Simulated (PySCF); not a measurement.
Species: C₇H₆ClO₂ (doublet state).
Bonds: O1–C2 (double), C2–O3, C2–C4, C4–C5 (double), C5–C6, C6–C7, C7–Cl8, C7–C9, C9–C10 (double), C4–C10. Hydrogens: H11 on O3; H12 on C5; H13, H14 on C6; H15 on C9; H16 on C10.

Computed with PBE0-D3(BJ)/def2-SVP geometry optimisation, gas phase (PySCF 2.14.0).

Give the optimised bond lengths and angles.

| bond | length (Å) |
| --- | --- |
| O1=C2 | 1.205 |
| C2–O3 | 1.340 |
| C2–C4 | 1.489 |
| C4=C5 | 1.369 |
| C5–C6 | 1.489 |
| C6–C7 | 1.493 |
| C7–Cl8 | 1.725 |
| C7–C9 | 1.369 |
| C9=C10 | 1.411 |
| C4–C10 | 1.422 |
| O3–H11 | 0.969 |
| C5–H12 | 1.093 |
| C6–H13, C6–H14 | 1.111 |
| C9–H15 | 1.092 |
| C10–H16 | 1.089 |

Bonds in one row agree within 0.01 Å and their mean is given. A selection of angles:
| angle | degrees |
| --- | --- |
| O1–C2–O3 | 122.4 |
| O1–C2–C4 | 124.8 |
| O3–C2–C4 | 112.8 |
| C2–C4–C5 | 117.2 |
| C2–C4–C10 | 121.4 |
| C5–C4–C10 | 121.3 |
| C4–C5–C6 | 122.5 |
| C5–C6–C7 | 112.7 |
| C6–C7–Cl8 | 115.7 |
| C6–C7–C9 | 123.3 |
| Cl8–C7–C9 | 121.0 |
| C7–C9–C10 | 120.7 |
| C4–C10–C9 | 119.4 |
| H11–O3–C2 | 106.1 |

Torsions: O1–C2–C4–C5 1° (synperiplanar); C2–C4–C5–C6 180° (antiperiplanar); C4–C5–C6–C7 0° (synperiplanar); C5–C6–C7–Cl8 180° (antiperiplanar); C6–C7–C9–C10 0° (synperiplanar); C7–C9–C10–C4 0° (synperiplanar); C2–C4–C10–C9 180° (antiperiplanar); H11–O3–C2–O1 0° (synperiplanar).

C5 (carbon bonded to 2 C and H) is planar (angles 122.5°, 119.0° and 118.5°, sum 360.0°, 0.00 Å off the plane of its three neighbours). C2 (carbon bonded to C and 2 O) is planar (angles 124.8°, 122.4° and 112.8°, sum 360.0°, 0.00 Å off the plane of its three neighbours). The 7 C–C bonds span 1.369 Å (C7–C9, drawn single in a drawing that doesn't fit all lengths) to 1.493 Å (C6–C7, drawn single in a drawing that doesn't fit all lengths), a spread of 0.124 Å. C10 (carbon bonded to 2 C and H) is planar (angles 120.6°, 120.0° and 119.4°, sum 360.0°, 0.00 Å off the plane of its three neighbours). O3 (oxygen bonded to C and H) is bent (angle 106.1°). The 10 heavy atoms lie in one plane (0.007 Å rms). The C–O distances run from 1.205 Å (O1=C2, drawn double in a drawing that doesn't fit all lengths) to 1.340 Å (C2–O3, drawn single in a drawing that doesn't fit all lengths), a spread of 0.135 Å.

Point group: Cs (every atom within 0.08 Å of its image). PBE0-D3(BJ)/def2-SVP frequencies: not computed here. ⟨S²⟩ = 0.810 (exact for a doublet: 0.75). Torsions: O1–C2–O3–H 0°, O1–C2–C4–C5 1°.

One conformer stands for the species.
